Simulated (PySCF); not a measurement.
Correlation energy of Cs³⁷⁺ (caesium, charge +37)

Starting occupation: [Ar]. Calculation: PySCF 2.14, in an uncontracted even-tempered set (18 s from 2.5 bohr⁻², ratio 2.6; 14 p from 3.3 bohr⁻², ratio 2.6; 6 d from 3.3 bohr⁻², ratio 2.8; 3 f from 57 bohr⁻², ratio 2.8); X2C-1e with screened-nucleus spin-orbit coupling, Gaussian nucleus. Frozen: [Ne]; 8 electrons correlated; the 62 highest virtual spinors left out.

MP2 pair energies summed by pair of shells (mhartree):

```
       pair   energy  share (%)
3p3/2-3p3/2  -169.81       41.0
3p1/2-3p3/2  -153.78       37.2
3p1/2-3p1/2   -40.45        9.8
3p3/2-3s1/2   -23.16        5.6
3s1/2-3s1/2   -14.38        3.5
3p1/2-3s1/2   -12.23        3.0
```

Total MP2 correlation energy: -413.81 mhartree.

The virtual space was cut to 50 spinors, which keep -398.72 of the -413.81 mhartree of MP2 correlation.

```json
{"level": "CCSD", "correlation energy (mhartree)": "-440.31"}
{"level": "(T)", "correlation energy (mhartree)": "-2.43"}
{"level": "CCSD(T)", "correlation energy (mhartree)": "-442.74"}
```

Diagnostics: T1 = 0.00030, largest double amplitude 0.040.

Cost of the coupled-cluster step: roughly 30 core-seconds, for 8 occupied and 50 virtual spinors.

Iterations:

```
Init t2, MP2 energy = -0.398720168291343
CCSD nocc = 8, nmo = 58
Init t2, MP2 energy = -0.398720168291343
Init E_corr(GCCSD) = -0.398720168291343
cycle = 1  E_corr(GCCSD) = -0.433874262886635  dE = -0.0351540946  norm(t1,t2) = 0.015121
cycle = 2  E_corr(GCCSD) = -0.439099254606092  dE = -0.00522499172  norm(t1,t2) = 0.00307677
cycle = 3  E_corr(GCCSD) = -0.440348486693517  dE = -0.00124923209  norm(t1,t2) = 0.000831447
cycle = 4  E_corr(GCCSD) = -0.440310729222749  dE = 3.77574708e-05  norm(t1,t2) = 8.39799e-05
cycle = 5  E_corr(GCCSD) = -0.440311427253235  dE = -6.98030486e-07  norm(t1,t2) = 7.19264e-06
cycle = 6  E_corr(GCCSD) = -0.440311349169485  dE = 7.80837509e-08  norm(t1,t2) = 5.43421e-07
cycle = 7  E_corr(GCCSD) = -0.440311352452687  dE = -3.28320232e-09  norm(t1,t2) = 5.28991e-08
GCCSD converged
E(GCCSD) = -6689.408088260219  E_corr = -0.4403113524526868
```

The coupled-cluster values are those of the cut space; adding the MP2 remainder, -15.09 mhartree, estimates the full space.

At this charge the one-electron X2C treatment keeps the bare 1/r₁₂, with no two-electron picture change or Breit term. The effect here is smaller than on the frozen 1s shell.
